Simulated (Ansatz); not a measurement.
Born–Oppenheimer molecular dynamics of C₂H₁₁NOSi (16 atoms, charge 0, multiplicity 1). It starts from a rough guess of a transition structure, not a stationary point.

Theory: Ansatz, UKS PBE0/STO-3G.

```json
{
 "ensemble": "NVE (velocity Verlet)",
 "time step": "0.5 fs",
 "steps asked": "150",
 "starting velocities drawn for": "300 K",
 "seed": "457011"
}
```

First frame:

```xyz
16
Properties=species:S:1:pos:R:3
Si 0.844 -0.556 1.225
N -0.442 0.088 -0.335
C 0.204 0.601 -1.520
C -1.512 0.941 0.117
H 0.296 -0.946 2.515
H 1.461 0.759 1.433
O 2.169 -1.264 0.614
H -0.654 -1.230 -0.158
H -0.282 -1.869 0.492
H 0.638 1.592 -1.344
H -0.510 0.679 -2.349
H 1.002 -0.084 -1.802
H -1.957 0.495 1.005
H -1.151 1.942 0.376
H -2.283 1.043 -0.654
H 2.179 -2.191 0.386
```

Task: What does the run give?

Result: The run went to its last step.

* steps done: 150
* time covered: 75 fs
* mean temperature over the second half: 1411 K
* spread of the potential energy over the second half: 17.6 meV per atom
* mean potential energy of the second half above the start: -125.7 meV per atom

The conserved energy stayed within 0.42 meV per atom of its start (net change 0.054 meV per atom), so the integration is sound. The system heated up, since it started high on the potential surface and ran downhill. A run of 0.075 ps of so small a system gives no equilibrium averages. The orbitals stay closed-shell, which can raise the energy where a bond breaks towards radicals; this wasn't checked here. Limits of this set-up: minimal basis.

Task: What happens to the structure?

Result: The step under study would form Si1–H9, N2–H8 and break Si1–N2, H8–H9. These pairs go: Si1–H9 1.88 → 9.57 Å, N2–H8 1.35 → 10.00 Å, Si1–N2 2.12 → 1.74 Å, H8–H9 0.98 → 0.79 Å. In the last frame they stand as before the step (other bonds may differ from the relaxed reactants and products). It ends as C2H9NOSi + H2. Pairs count as bonded within 1.25 times the sum of covalent radii (0.12 Å more for H–H). Another seed would give other details.

Task: How do temperature and energy run in time?

Result: 
| time (fs) | T (K) | potential energy less start (eV) | conserved less start (meV/atom) |
| --- | --- | --- | --- |
| 0.0 | 300 | 0.000 | 0.00 |
| 3.5 | 296 | 0.008 | 0.05 |
| 7.0 | 668 | -0.667 | -0.13 |
| 10.5 | 1137 | -1.518 | -0.20 |
| 14.0 | 1435 | -2.058 | -0.28 |
| 17.5 | 1501 | -2.176 | -0.14 |
| 21.0 | 1438 | -2.062 | -0.22 |
| 24.5 | 1382 | -1.964 | -0.36 |
| 28.0 | 1383 | -1.964 | -0.24 |
| 31.5 | 1305 | -1.821 | -0.18 |
| 35.0 | 1213 | -1.652 | 0.10 |
| 38.5 | 1395 | -1.981 | 0.06 |
| 42.0 | 1614 | -2.378 | -0.03 |
| 45.5 | 1549 | -2.260 | 0.02 |
| 49.0 | 1239 | -1.699 | 0.04 |
| 52.5 | 1109 | -1.463 | 0.02 |
| 56.0 | 1239 | -1.700 | -0.04 |
| 59.5 | 1433 | -2.057 | -0.42 |
| 63.0 | 1393 | -1.982 | -0.26 |
| 66.5 | 1476 | -2.131 | -0.20 |
| 70.0 | 1635 | -2.421 | -0.31 |
| 73.5 | 1449 | -2.080 | -0.09 |

Time of the run: 4.4 min on 1 thread of AMD EPYC 9R45 96-Core Processor (Zen 5) (shared host), peak memory 0.17 GiB.
